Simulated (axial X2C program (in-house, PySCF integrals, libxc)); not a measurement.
**ZrSe: properties at the nuclei**

Calculated with an in-house all-electron X2C program for linear molecules (integrals from PySCF): two-component X2C with atomic mean-field Coulomb and Gaunt terms, Gaussian nuclei, basis Zr dyall-cv3z, Se dyall-cv3z with contracted cores.

R = 2.318 Å (near the PBE0 minimum at charge 0 of the determinant lowest at the starting distance; the state shown can have its own minimum elsewhere).

Determinant lowest in the PBE0 search, Ω = 1 (⟨Sz⟩ = -1.00, ⟨Lz⟩ = 2.00 at PBE0), spin on the atoms Zr -1.11, Se 0.11:

```csv
level,Eeff magnitude (GV/cm),Ws magnitude Zr (kHz),A∥/gI Zr (MHz),qzz Zr (a.u.),A∥/gI Se (MHz),qzz Se (a.u.),μ (D)
PBE0,2.11,0.961,-889,-0.60,-59.7,-1.11,-5.60
HF,2.77,1.37,-787,-0.53,-38.4,-1.16,-7.16
BP86,2.17,0.954,-927,-0.67,-59.5,-1.11,-4.77
r2SCAN,2.07,0.948,-945,-0.70,-35.5,-1.02,-5.51
PBE,2.07,0.916,-884,-0.69,-60.3,-1.13,-4.82
```

Determinant 0.08 eV from it at PBE0 and this distance, Ω = 3 (⟨Sz⟩ = 1.00, ⟨Lz⟩ = 2.00 at PBE0), spin on the atoms Zr 1.11, Se -0.11:

```json
{"level": "PBE0", "Eeff magnitude (GV/cm)": "2.07", "Ws magnitude Zr (kHz)": "0.317", "A∥/gI Zr (MHz)": "575", "qzz Zr (a.u.)": "-0.64", "A∥/gI Se (MHz)": "13.3", "qzz Se (a.u.)": "-1.11", "μ (D)": "-5.58"}
{"level": "HF", "Eeff magnitude (GV/cm)": "2.69", "Ws magnitude Zr (kHz)": "0.449", "A∥/gI Zr (MHz)": "519", "qzz Zr (a.u.)": "-0.57", "A∥/gI Se (MHz)": "-21.1", "qzz Se (a.u.)": "-1.21", "μ (D)": "-7.12"}
{"level": "BP86", "Eeff magnitude (GV/cm)": "2.15", "Ws magnitude Zr (kHz)": "0.316", "A∥/gI Zr (MHz)": "590", "qzz Zr (a.u.)": "-0.72", "A∥/gI Se (MHz)": "21.5", "qzz Se (a.u.)": "-1.11", "μ (D)": "-4.75"}
{"level": "r2SCAN", "Eeff magnitude (GV/cm)": "2.05", "Ws magnitude Zr (kHz)": "0.313", "A∥/gI Zr (MHz)": "600", "qzz Zr (a.u.)": "-0.75", "A∥/gI Se (MHz)": "13.5", "qzz Se (a.u.)": "-1.02", "μ (D)": "-5.50"}
{"level": "PBE", "Eeff magnitude (GV/cm)": "2.04", "Ws magnitude Zr (kHz)": "0.303", "A∥/gI Zr (MHz)": "577", "qzz Zr (a.u.)": "-0.73", "A∥/gI Se (MHz)": "21.8", "qzz Se (a.u.)": "-1.13", "μ (D)": "-4.80"}
```

Eeff is the effective electric field on the electron electric dipole moment in this Ω state and Ws the scalar–pseudoscalar constant of the nucleus named (defined with the proton number Z and per Ω); A∥ (defined per Ω) follows by multiplying with gI = μI/(I μN); qzz is the electric field gradient, eQq0 = 234.96 MHz × Q/barn × qzz; μ is positive if the Se end (last atom) is positive. The operators were transformed with the bare-nucleus X2C matrices; with these basis sets, hyperfine constants and field gradients can be off by tens of per cent, and where levels differ in sign neither size nor sign is settled.

**Question.** With gI(91Zr) = -0.5214, Q(91Zr) = -0.176 barn, gI(77Se) = 1.0701 (g factors from the IAEA table of nuclear moments by Stone; Q from Pyykkö, Mol. Phys. 2018), turn the PBE0 values of the first state into constants in MHz.

**Answer.** A∥(91Zr) = -889 × -0.5214 = 464 MHz; eQq0(91Zr) = 234.96 × (-0.176) × (-0.60) = 24.8 MHz; A∥(77Se) = -59.7 × 1.0701 = -63.9 MHz.

Each state is one determinant with collinear spin, which with several unpaired electrons need not be a pure state. Unrestricted Hartree–Fock can overshoot spin polarisation at the nuclei. With several open shells hyperfine constants can be off by a factor of several. Open-shell Ω = 0 determinants with evenly filled partner blocks cannot be reached by this program, so the Ω shown need not be the lowest component. States lie within half an eV, so the first need not be the ground state. Further determinants of the search, some of them spin-mixed, are not shown. PBE0 term energies can be off by some tenths of an eV.
